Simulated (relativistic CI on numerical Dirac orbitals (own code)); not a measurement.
## Slater and spin-orbit integrals, Os XXVIII

Method of calculation: Dirac-Coulomb-Breit CI, orbitals from a KLI potential per configuration, a model potential for QED, unscaled Slater integrals (own radial code, finite nucleus).

Slater integrals F^k, G^k are unscaled and averaged over j, outside the closed core [Ar] 3d10 4s2; ζ comes from projecting the Hamiltonian with its Breit term on Σ l·s of the shell.

- 4p6 4d10 4f3: F^2(4f,4f) = 244220, F^4(4f,4f) = 158970, F^6(4f,4f) = 116180, ζ(4f) = 9437 cm⁻¹; <r>(4f) = 0.4279, <r^2>(4f) = 0.2102 (bohr units).
- 4p6 4d10 4f2 5s: F^2(4f,4f) = 246840, F^4(4f,4f) = 160770, F^6(4f,4f) = 117530, ζ(4f) = 9678.7, G^3(4f,5s) = 34094 cm⁻¹; <r>(4f) = 0.424, <r^2>(4f) = 0.2063, <r>(5s) = 0.7654, <r^2>(5s) = 0.6527 (bohr units).
- 4p6 4d9 4f4: ζ(4d) = 56891, F^2(4f,4f) = 243840, F^4(4f,4f) = 158710, F^6(4f,4f) = 115980, F^2(4d,4f) = 226630, F^4(4d,4f) = 147700, G^1(4d,4f) = 244120, G^3(4d,4f) = 164620, G^5(4d,4f) = 119840, ζ(4f) = 9348.9 cm⁻¹; <r>(4d) = 0.4414, <r^2>(4d) = 0.223, <r>(4f) = 0.4285, <r^2>(4f) = 0.2107 (bohr units).

Averages of the first 10 configurations, taken without configuration mixing, which lowers the lowest level and can move excited configurations by several eV; other configurations of the list can lie among them:

```json
{"Configuration": "4p6 4d10 4f3", "Parity": "odd", "States": "364", "Average energy above the lowest level (eV)": "13.9"}
{"Configuration": "4p6 4d10 4f2 5s", "Parity": "even", "States": "182", "Average energy above the lowest level (eV)": "147.9"}
{"Configuration": "4p6 4d9 4f4", "Parity": "even", "States": "10010", "Average energy above the lowest level (eV)": "241.4"}
{"Configuration": "4p6 4d10 4f 5s2", "Parity": "odd", "States": "14", "Average energy above the lowest level (eV)": "292.6"}
{"Configuration": "4p6 4d10 4f2 5p", "Parity": "odd", "States": "546", "Average energy above the lowest level (eV)": "214.0"}
{"Configuration": "4p6 4d10 4f 5s 5p", "Parity": "even", "States": "168", "Average energy above the lowest level (eV)": "355.8"}
{"Configuration": "4p5 4d10 4f4", "Parity": "odd", "States": "6006", "Average energy above the lowest level (eV)": "468.1"}
{"Configuration": "4p6 4d10 4f2 5d", "Parity": "even", "States": "910", "Average energy above the lowest level (eV)": "301.5"}
{"Configuration": "4p6 4d10 4f 5p2", "Parity": "odd", "States": "210", "Average energy above the lowest level (eV)": "424.8"}
{"Configuration": "4p6 4d10 4f 5s 5d", "Parity": "odd", "States": "280", "Average energy above the lowest level (eV)": "445.8"}
```
